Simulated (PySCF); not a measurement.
**Energy of Ti²⁺ (titanium, charge +2) between two integer charges**

The 3d alpha orbital of [Ar] 3d2 is emptied in steps (occupation f), with all orbitals relaxed, ending at [Ar] 3d1. Computed with PySCF 2.14 in aug-pcseg-2 (7s5p4d3f2g, 81 functions), with the non-relativistic Hamiltonian (point nucleus). The exact energy is a straight line in f; departures are measured from the line between the end points of the same method.

| f | HSE06 (eV) |
| --- | --- |
| 1 | 0.000 |
| 0.75 | -1.043 |
| 0.5 | -1.402 |
| 0.25 | -1.058 |
| 0 | 0.000 |

```
method  E(f=0) − E(f=1) (eV)  −ε at f=1 (eV)  −ε at f=0.5 (eV)
 HSE06                27.948          22.428            27.907
```

Orbital energy along the path (eV):

```tsv
f	HSE06
1	-22.428
0.75	-25.131
0.5	-27.907
0.25	-30.744
0	-33.619
```

Reference removal energy between the ground levels: 27.492 eV (measured; NIST Atomic Spectra Database, ionization energies). The calculation has no spin-orbit coupling.
